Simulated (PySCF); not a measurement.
## Strontium: a sound run and one with changed settings

Sound run: Sr [Kr] 5s2, Sr+ [Kr] 5s1. All numbers are calculated (PySCF 2.14, the spin-free X2C one-electron Hamiltonian (Gaussian nucleus), in x2c-SVPall). In the sound run the correlated levels freeze [Kr]. The sound run starts from symmetry-adapted Hartree-Fock orbitals and uses a fine grid where one is needed.

Changed run: no relativity, point nucleus. This setting is unsound on purpose.

```
species   method  sound run (hartree)  changed run (hartree)  converged
     Sr      UHF          -3177.02417            -3105.94010        yes
     Sr     MN15          -3180.87131            -3109.79223        yes
     Sr    M06-L          -3178.81860            -3107.73428        yes
     Sr      MP2          -3177.03991            -3105.95610        yes
     Sr  CCSD(T)          -3177.04837            -3105.96506        yes
    Sr+      UHF          -3176.84871            -3105.77096        yes
    Sr+     MN15          -3180.64848            -3109.57880        yes
    Sr+    M06-L          -3178.60537            -3107.52837        yes
```

Ionisation energy of Sr:

| method | sound run (eV) | changed run (eV) |
| --- | --- | --- |
| UHF | 4.774 | 4.602 |
| MN15 | 6.064 | 5.807 |
| M06-L | 5.802 | 5.603 |
| MP2 | 5.203 | 5.038 |
| SCS-MP2 | 5.288 | 5.125 |
| CCSD | 5.433 | 5.282 |
| CCSD(T) | 5.433 | 5.282 |
| CCSDT | 5.433 | 5.282 |
| FCI | 5.433 | 5.282 |

Most of the change in total energy is the relativistic energy itself. On top of that the contraction fixes the core shape for the Hamiltonian it was made with, so the changed run is not a good calculation with the other Hamiltonian either.

For comparison, NIST gives 5.695 eV between the lowest levels.
